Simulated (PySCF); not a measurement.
C4H3FO2, SMILES O=C1C=C(F)OC1. Atoms are numbered in the order given.

```xyz
10

O     -0.5492     2.3835     0.0000
C     -0.2457     1.2157     0.0000
C     -1.0648     0.0134     0.0000
C     -0.1898    -1.0175     0.0000
F     -0.4369    -2.2897     0.0000
O      1.0985    -0.7334     0.0000
C      1.1988     0.6931     0.0000
H     -2.1487    -0.0484     0.0000
H      1.7477     1.0138     0.8974
H      1.7477     1.0138    -0.8974
```
Charge 0, spin multiplicity 1.

Coordinates come from a PBE0-D3(BJ)/def2-SVP optimisation. One conformer was computed; it need not be the lowest.

Two levels are set side by side: PBE/pcSseg-1 (PySCF) and KT2/pcSseg-1 (PySCF). GIAO shifts against CFCl3 (¹⁹F), H2O (¹⁷O), TMS (¹H), TMS (¹³C) at the same level; non-relativistic, no solvent, atoms listed together averaged. Differences are taken from unrounded values.

```tsv
quantity	KT2	PBE	PBE minus KT2
δ(¹⁷O) of O1 (ppm)	512.7	553.7	41.0
δ(¹³C) of C2 (ppm)	182.4	192.1	9.8
δ(¹³C) of C3 (ppm)	78.5	84.9	6.5
δ(¹³C) of C4 (ppm)	184.2	192.5	8.2
δ(¹⁹F) of F5 (ppm)	-103.6	-91.7	12.0
δ(¹⁷O) of O6 (ppm)	170.1	182.2	12.2
δ(¹³C) of C7 (ppm)	78.1	81.1	3.0
δ(¹H) of H8 (ppm)	5.12	5.15	0.02
δ(¹H) of H9, H10 (ppm)	4.66	4.71	0.06
```

Rough cost on one machine, each run with all the roots and properties that it gave: KT2 against PBE within a factor of 2.
